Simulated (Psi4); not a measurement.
HfI₃, charge +1, singlet, geometry from GFN2-xTB (such geometries of metal compounds can be far from the true shape) (the multiplicity is a formal guess) (core potentials on Hf, I), with bond 4-1 at 1.3 times its length; HF/def2-SVP (Psi4).

The Psi4 input:
```
memory 2 GB

molecule mol {
1 1
  Hf   -0.000000   -0.000000   -0.000000
  I    -2.162430   -1.662727   -0.263095
  I    -0.033601    2.484822   -1.155212
  I     2.854840   -1.068724    1.843798
}

set basis def2-svp
set reference rhf
set scf_type dfdirj+link

energy('scf')
print_variables()
```

**Question.** Write the output that Psi4 gives for this input, abridged.

**Answer.** 
```
   => Loading Basis Set <=

    Name: DEF2-SVP
    Role: ORBITAL
    Keyword: BASIS

    !!!  WARNING: ECP capability is in beta. Please check occupations closely.  !!!

         ---------------------------------------------------------
                                   SCF
               by Justin Turney, Rob Parrish, Andy Simmonett
                          and Daniel G. A. Smith
                              RHF Reference
         ---------------------------------------------------------

  ==> Geometry <==

    Molecular point group: c1
    Full point group: C1

    Geometry (in Angstrom), charge = 1, multiplicity = 1:

       Center              X                  Y                   Z               Mass
    ------------   -----------------  -----------------  -----------------  -----------------
         HF          -0.149120344414     0.055824072565    -0.096309195025   179.946557000000
         I           -2.311550344414    -1.606902927435    -0.359404195025   126.904471900000
         I           -0.182721344414     2.540646072565    -1.251521195025   126.904471900000
         I            2.705719655586    -1.012899927435     1.747488804975   126.904471900000

  Running in c1 symmetry.

  Rotational constants: A =      0.01179  B =      0.00815  C =      0.00482 [cm^-1]
  Rotational constants: A =    353.51681  B =    244.40821  C =    144.50376 [MHz]
  Nuclear repulsion =  350.938619742033836

  Charge       = 1
  Multiplicity = 1
  Electrons    = 86
  Nalpha       = 43
  Nbeta        = 43

  ==> Algorithm <==

  SCF Algorithm Type is DFDIRJ+LINK.
  DIIS enabled.
  MOM disabled.
  Fractional occupation disabled.
  Guess Type is SAD.
  Energy threshold   = 1.00e-06
  Density threshold  = 1.00e-06
  Integral threshold = 1.00e-12

  ==> Primary Basis <==

  Basis Set: DEF2-SVP
    Blend: DEF2-SVP
    Number of shells: 42
    Number of basis functions: 110
    Number of Cartesian functions: 121
    Spherical Harmonics?: true
    Max angular momentum: 3

  Core potential: DEF2-SVP
    Number of shells: 16
    Number of ECP primitives: 97
    Number of ECP core electrons: 144
    Max angular momentum: 3

   => Loading Basis Set <=

    Name: (DEF2-SVP AUX)
    Role: JKFIT
    Keyword: DF_BASIS_SCF

  ==> Integral Setup <==

  ==> CompositeJK: Mix-and-Match J+K Algorithm Combos <==

    J tasked:                  Yes
    J algorithm:           DF-DirJ
    K tasked:                  Yes
    K algorithm:              LinK
[...]
   @RHF iter   4:  -937.24715295300336   -3.26967e-02   4.31717e-04 DIIS/ADIIS
   @RHF iter   5:  -937.25020159439691   -3.04864e-03   1.47759e-04 DIIS/ADIIS
   @RHF iter   6:  -937.25084420781525   -6.42613e-04   7.02549e-05 DIIS
   @RHF iter   7:  -937.25106481210798   -2.20604e-04   3.04019e-05 DIIS
   @RHF iter   8:  -937.25112309014014   -5.82780e-05   1.37667e-05 DIIS
   @RHF iter   9:  -937.25113784838061   -1.47582e-05   5.81805e-06 DIIS
   @RHF iter  10:  -937.25114075069109   -2.90231e-06   2.43186e-06 DIIS
   @RHF iter  11:  -937.25114117480575   -4.24115e-07   1.00540e-06 DIIS
   @RHF iter  12:  -937.25114124618949   -7.13837e-08   3.56893e-07 DIIS
  Energy and wave function converged.

  ==> Post-Iterations <==

    Orbital Energies [Eh]
    ---------------------

    Doubly Occupied:

[...]
      43A     -0.489007

    Virtual:

[...]
     110A    706.545062

    Final Occupation by Irrep:
              A
    DOCC [    43 ]
    NA   [    43 ]
    NB   [    43 ]

  @RHF Final Energy:  -937.25114124618949

   => Energetics <=

    Nuclear Repulsion Energy =            350.9386197420338362
    One-Electron Energy =               -2316.8814214511112368
    Two-Electron Energy =                1028.6916604628879668
    Total Energy =                       -937.2511412461894906

Computation Completed

Properties will be evaluated at   0.000000,   0.000000,   0.000000 [a0]

Properties computed using the SCF density matrix

 Multipole Moments:

 ------------------------------------------------------------------------------------
     Multipole            Electronic (a.u.)      Nuclear  (a.u.)        Total (a.u.)
 ------------------------------------------------------------------------------------

 L = 1.  Multiply by 2.5417464519 to convert [e a0] to [Debye]
 Dipole X            :         -8.1085101            6.6079093           -1.5006008
 Dipole Y            :          3.0354984           -2.4737095            0.5617889
 Dipole Z            :         -5.2367856            4.2677103           -0.9690753
 Magnitude           :                                                    1.8725694

 ------------------------------------------------------------------------------------

  Variable Map:
  ----------------------------------------------------------------------------
[...]
  Array Variable Map:
  ----------------------------------------------------------------------------
[...]
[...]
```
